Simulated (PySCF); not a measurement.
Isomers of C6H10SSi.

All values: PBE0/pcSseg-1 (PySCF) at GFN2-xTB geometries, gas phase, one conformer each.

Question: Rank by the highest IAO charge on any atom, highest value first.
A. `[CH2:1]=[CH:2][CH2:3][C:4](=[C:5]=[S:6])[SiH2:7][CH3:8]` with C1–C2–C3–C4 -108°, C2–C3–C4–C5 -97°, C3–C4–Si7–C8 -91°
B. `[CH:1]#[C:2][SiH2:3]/[C:4]([CH3:5])=[CH:6]\[S:7][CH3:8]` with C2–Si3–C4–C5 -13°, C4–C6–S7–C8 -179°
C. `[CH:1]1=[C:2]([CH:3]2[CH2:4][CH2:5][CH2:6]2)[S:7][SiH2:8]1` with C1–C2–C3–C4 132°, C2–C3–C4–C5 133°, C3–C4–C5–C6 -14°, C4–C5–C6–C3 14°, C1–C2–S7–Si8 0°
D. `[CH:1]#[C:2][CH2:3][C@H:4]1[CH2:5][CH2:6][S:7][SiH2:8]1` with C2–C3–C4–C5 -62°, C3–C4–C5–C6 172°, C4–C5–C6–S7 -53°, C5–C6–S7–Si8 31°, C6–S7–Si8–C4 -5°

Answer: A (+0.802 e), B (+0.753 e), C (+0.731 e), D (+0.672 e).

Question: Rank by LUMO energy, lowest first.
A. `[CH2:1]=[CH:2][CH2:3][C:4](=[C:5]=[S:6])[SiH2:7][CH3:8]` with C1–C2–C3–C4 -108°, C2–C3–C4–C5 -97°, C3–C4–Si7–C8 -91°
B. `[CH:1]1=[C:2]([CH:3]2[CH2:4][CH2:5][CH2:6]2)[S:7][SiH2:8]1` with C1–C2–C3–C4 132°, C2–C3–C4–C5 133°, C3–C4–C5–C6 -14°, C4–C5–C6–C3 14°, C1–C2–S7–Si8 0°
C. `[CH:1]#[C:2][CH2:3][C@H:4]1[CH2:5][CH2:6][S:7][SiH2:8]1` with C2–C3–C4–C5 -62°, C3–C4–C5–C6 172°, C4–C5–C6–S7 -53°, C5–C6–S7–Si8 31°, C6–S7–Si8–C4 -5°
D. `[CH:1]#[C:2][SiH2:3]/[C:4]([CH3:5])=[CH:6]\[S:7][CH3:8]` with C2–Si3–C4–C5 -13°, C4–C6–S7–C8 -179°

Answer: A (-1.97 eV), B (-0.44 eV), D (-0.30 eV), C (0.23 eV).

Question: Rank by HOMO–LUMO gap, lowest first.
A. `[CH:1]1=[C:2]([CH:3]2[CH2:4][CH2:5][CH2:6]2)[S:7][SiH2:8]1` with C1–C2–C3–C4 132°, C2–C3–C4–C5 133°, C3–C4–C5–C6 -14°, C4–C5–C6–C3 14°, C1–C2–S7–Si8 0°
B. `[CH:1]#[C:2][CH2:3][C@H:4]1[CH2:5][CH2:6][S:7][SiH2:8]1` with C2–C3–C4–C5 -62°, C3–C4–C5–C6 172°, C4–C5–C6–S7 -53°, C5–C6–S7–Si8 31°, C6–S7–Si8–C4 -5°
C. `[CH2:1]=[CH:2][CH2:3][C:4](=[C:5]=[S:6])[SiH2:7][CH3:8]` with C1–C2–C3–C4 -108°, C2–C3–C4–C5 -97°, C3–C4–Si7–C8 -91°

Answer: C (4.34 eV), A (5.72 eV), B (6.89 eV).

All values together:

```csv
SMILES,μ (D),HOMO (eV),LUMO (eV),lowest IAO charge (e),highest IAO charge (e),lowest Hirshfeld charge (e),highest Hirshfeld charge (e)
C#C[SiH2]/C(C)=C\SC,2.10,-6.08,-0.30,-0.501 (C),+0.753 (Si),-0.148 (C),+0.337 (Si)
C#CC[C@H]1CCS[SiH2]1,2.40,-6.66,0.23,-0.362 (C),+0.672 (Si),-0.116 (S),+0.307 (Si)
C=CCC(=C=S)[SiH2]C,1.89,-6.31,-1.97,-0.716 (C),+0.802 (Si),-0.213 (C),+0.355 (Si)
C1=C(C2CCC2)S[SiH2]1,1.60,-6.16,-0.44,-0.506 (C),+0.731 (Si),-0.189 (C),+0.343 (Si)
```

Conformers: `[CH:1]#[C:2][SiH2:3]/[C:4]([CH3:5])=[CH:6]\[S:7][CH3:8]` with C2–Si3–C4–C5 -13°, C4–C6–S7–C8 -179°; `[CH:1]#[C:2][CH2:3][C@H:4]1[CH2:5][CH2:6][S:7][SiH2:8]1` with C2–C3–C4–C5 -62°, C3–C4–C5–C6 172°, C4–C5–C6–S7 -53°, C5–C6–S7–Si8 31°, C6–S7–Si8–C4 -5°; `[CH2:1]=[CH:2][CH2:3][C:4](=[C:5]=[S:6])[SiH2:7][CH3:8]` with C1–C2–C3–C4 -108°, C2–C3–C4–C5 -97°, C3–C4–Si7–C8 -91°; `[CH:1]1=[C:2]([CH:3]2[CH2:4][CH2:5][CH2:6]2)[S:7][SiH2:8]1` with C1–C2–C3–C4 132°, C2–C3–C4–C5 133°, C3–C4–C5–C6 -14°, C4–C5–C6–C3 14°, C1–C2–S7–Si8 0°.
